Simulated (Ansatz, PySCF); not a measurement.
Complex: CHN (SMILES C#N) (first 3 atoms) with HBr (SMILES Br); geometry from B3LYP-D3(BJ)/def2-TZVP, rigid monomers moved along the line of their centres of mass till N2···H5 is 1.89 Å.
(charge 0, multiplicity 1):
```xyz
5

C     -0.4398    -0.0843    -0.4579
N     -0.2634    -0.2141     0.6651
H     -0.6044     0.0368    -1.5054
Br     0.2498    -0.5913     3.9247
H      0.0278    -0.4277     2.5160
```

Counterpoise-corrected where a basis set is named; no monomer relaxation. Rows marked so take none.

Correlated levels freeze the cores. Filled d and f shells under p-block atoms count as core. Rows in 6-31G* carry no dispersion term and start afresh at each structure (6-31G* with six Cartesian d functions); the Pople sets are all-electron and without relativity. MP2/6-31G* freezes PySCF's default core, which leaves 3d correlated.

Programs: Ansatz (a quantum-chemistry and plane-wave program); PySCF for 6-31G* rows. 

### Question
Give the interaction energy at the level wB97X-V/def2-TZVPPD.

### Answer
-3.2 kcal/mol

### Question
What interaction energy does MP2/6-31G* (no counterpoise) give?

### Answer
-4.2 kcal/mol

### Question
Predict the interaction energy from MP2/aug-cc-pVTZ.

### Answer
-3.9 kcal/mol
